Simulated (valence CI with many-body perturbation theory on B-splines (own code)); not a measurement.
**Energy levels of Kr20+**

Calculated by valence CI with perturbative core correlation (CI+MBPT): six valence electrons over a frozen Dirac-Fock core [Ne], radial functions for each j: 9 s, 9 p, 8 d, 6 f, 3 g, 1 h, with the one-electron correlation potential Σ1, the two-electron term Σ2, the three-electron term Σ3, Breit, model QED; selected CI, second order for the rest, scaled by the run's own slope (own B-spline code, finite nucleus).

No measured levels were compared; by estimate levels of excited configurations hold to 0.05 to 0.15 % of their energy, terms of the ground configuration to about 0.5 %. Among the levels kept, up to 1500 cm⁻¹ of a level comes from second order outside the variational space, and about a tenth of that is noise between levels of different J, which matters for small intervals.

Levels 1 to 39 of 39, with energies above the lowest level, 3s2.3p4 3P_2. "Leading %" is the weight of the configuration and term that name the level; weights of strongly mixed levels are sums over their largest components and can fall short. In the jj column 3d3/2^4 stands for four electrons in 3d with j = 3/2. Lifetimes count E1, E2, E3, M1 and M2 decay at the calculated energies, and are blank where another channel may lead or the interval is too uncertain; long ones can be off by a factor of two.

```csv
No.,Configuration,Term,J,E (cm⁻¹),Leading %,Lifetime,Leading jj,Second component
1,3s2.3p4,3P,2,0,82,,3s^2 3p1/2^2 3p3/2^2 (93 %),16 % 3s2.3p4 1D
2,3s2.3p4,3P,0,47420,64,1.20 s,3s^2 3p1/2^2 3p3/2^2 (87 %),33 % 3s2.3p4 1S
3,3s2.3p4,3P,1,78642,97,105 μs,3s^2 3p1/2 3p3/2^3 (97 %),
4,3s2.3p4,1D,2,115010,81,118 μs,3s^2 3p1/2 3p3/2^3 (93 %),16 % 3s2.3p4 3P
5,3s2.3p4,1S,0,225300,63,17.1 μs,3s^2 3p3/2^4 (86 %),33 % 3s2.3p4 3P
6,3s.3p5,3P°,2,550120,79,118 ps,3s 3p1/2^2 3p3/2^3 (79 %),18 % 3s2.3p3.3d 3P°
7,3s.3p5,3P°,1,590230,66,89.9 ps,3s 3p1/2^2 3p3/2^3 (50 %),17 % 3s2.3p3.3d 3P°
8,3s.3p5,3P°,0,633280,74,114 ps,3s 3p1/2 3p3/2^4 (74 %),20 % 3s2.3p3.3d 3P°
9,3s2.3p3.3d,5D°,2,698750,56,1.10 ns,3s^2 3p1/2^2 3p3/2 3d3/2 (71 %),16 % 3s2.3p3.3d 3D°
10,3s2.3p3.3d,5D°,3,700520,64,2.48 ns,3s^2 3p1/2^2 3p3/2 3d3/2 (44 %),13 % 3s2.3p3.3d 3D°
11,3s2.3p3.3d,5D°,0,703270,79,480 ps,3s^2 3p1/2^2 3p3/2 3d3/2 (58 %),13 % 3s2.3p3.3d 3P°
12,3s2.3p3.3d,5D°,1,703770,37,107 ps,3s^2 3p1/2^2 3p3/2 3d3/2 (40 %),20 % 3s.3p5 1P°
13,3s2.3p3.3d,5D°,1,709060,49,81.0 ps,3s^2 3p1/2 3p3/2^2 3d3/2 (42 %),26 % 3s.3p5 1P°
14,3s2.3p3.3d,5D°,4,713450,78,3.02 ms,3s^2 3p1/2^2 3p3/2 3d5/2 (61 %),16 % 3s2.3p3.3d 3F°
15,3s2.3p3.3d,5D°,2,733460,32,439 ps,3s^2 3p1/2^2 3p3/2 3d5/2 (55 %),29 % 3s2.3p3.3d 3D°
16,3s2.3p3.3d,3D°,3,768640,40,2.33 ns,3s^2 3p1/2 3p3/2^2 3d5/2 (64 %),27 % 3s2.3p3.3d 5D°
17,3s2.3p3.3d,3D°,1,773390,90,994 ps,3s^2 3p1/2 3p3/2^2 3d3/2 (43 %),5 % 3s2.3p3.3d 3P°
18,3s2.3p3.3d,3F°,2,776500,51,896 ps,3s^2 3p1/2 3p3/2^2 3d3/2 (80 %),42 % 3s2.3p3.3d 3D°
19,3s2.3p3.3d,1S°,0,781250,79,54.6 ns,3s^2 3p1/2 3p3/2^2 3d3/2 (45 %),10 % 3s2.3p3.3d 3P°
20,3s2.3p3.3d,3F°,3,787920,57,2.02 ns,3s^2 3p1/2 3p3/2^2 3d3/2 (70 %),34 % 3s2.3p3.3d 3D°
21,3s2.3p3.3d,3G°,3,804070,55,290 ps,3s^2 3p1/2 3p3/2^2 3d5/2 (29 %),22 % 3s2.3p3.3d 3F°
22,3s2.3p3.3d,3F°,4,804910,44,,3s^2 3p1/2 3p3/2^2 3d5/2 (58 %),39 % 3s2.3p3.3d 3G°
23,3s2.3p3.3d,3F°,4,824060,68,,3s^2 3p1/2 3p3/2^2 3d5/2 (71 %),19 % 3s2.3p3.3d 3G°
24,3s2.3p3.3d,1G°,4,837740,68,,3s^2 3p1/2 3p3/2^2 3d3/2 (70 %),24 % 3s2.3p3.3d 3G°
25,3s2.3p3.3d,3G°,5,842020,98,,3s^2 3p1/2 3p3/2^2 3d5/2 (98 %),
26,3s2.3p3.3d,3D°,1,846140,88,78.5 ps,3s^2 3p1/2^2 3p3/2 3d5/2 (35 %),
27,3s2.3p3.3d,1D°,2,857840,48,145 ps,3s^2 3p1/2 3p3/2^2 3d3/2 (67 %),27 % 3s2.3p3.3d 3F°
28,3s2.3p3.3d,3P°,1,879350,66,32.8 ps,3s^2 3p1/2 3p3/2^2 3d5/2 (31 %),9 % 3s2.3p3.3d 3S°
29,3s2.3p3.3d,3P°,0,879560,74,262 ps,3s^2 3p1/2 3p3/2^2 3d5/2 (42 %),16 % 3s2.3p3.3d 1S°
30,3s2.3p3.3d,3D°,2,895250,70,375 ps,3s^2 3p1/2 3p3/2^2 3d5/2 (78 %),12 % 3s2.3p3.3d 1D°
31,3s2.3p3.3d,3F°,3,904780,70,108 ps,3s^2 3p1/2 3p3/2^2 3d5/2 (54 %),15 % 3s2.3p3.3d 3G°
32,3s2.3p3.3d,3F°,2,906880,61,32.0 ps,3s^2 3p1/2 3p3/2^2 3d5/2 (38 %),20 % 3s2.3p3.3d 3P°
33,3s2.3p3.3d,3D°,3,923520,59,79.0 ps,3s^2 3p1/2 3p3/2^2 3d5/2 (69 %),31 % 3s2.3p3.3d 1F°
34,3s2.3p3.3d,3P°,2,933360,51,7.27 ps,3s^2 3p3/2^3 3d5/2 (31 %),16 % 3s2.3p3.3d 3D°
35,3s2.3p3.3d,3F°,4,941050,62,30.5 μs,3s^2 3p3/2^3 3d5/2 (84 %),16 % 3s2.3p3.3d 1G°
36,3s2.3p3.3d,3P°,1,950630,44,4.58 ps,3s^2 3p1/2 3p3/2^2 3d3/2 (75 %),20 % 3s2.3p3.3d 3S°
37,3s2.3p3.3d,3P°,2,964750,72,12.9 ps,3s^2 3p3/2^3 3d5/2 (49 %),9 % 3s2.3p3.3d 3D°
38,3s2.3p3.3d,3S°,1,966170,58,5.53 ps,3s^2 3p1/2 3p3/2^2 3d5/2 (61 %),17 % 3s2.3p3.3d 1P°
39,3s2.3p3.3d,3D°,3,968900,72,4.68 ps,3s^2 3p1/2 3p3/2^2 3d3/2 (40 %),9 % 3s2.3p3.3d 1F°
```

Names give the largest LS component (configuration and term), which can be under half, so a name can repeat, a term be missing and a line seem to break the LS rules; names also repeat where a configuration has a term twice.

Where two levels of one J and parity lie close, their mixing, g and order are uncertain.

The ionisation energy to 3s2.3p3 4S°_3/2 of the next ion comes out as 884.1 eV (NIST: 882.8 ± 1.3 eV (semi-empirical)). All 39 levels together are meant to be complete up to 988450 cm⁻¹.
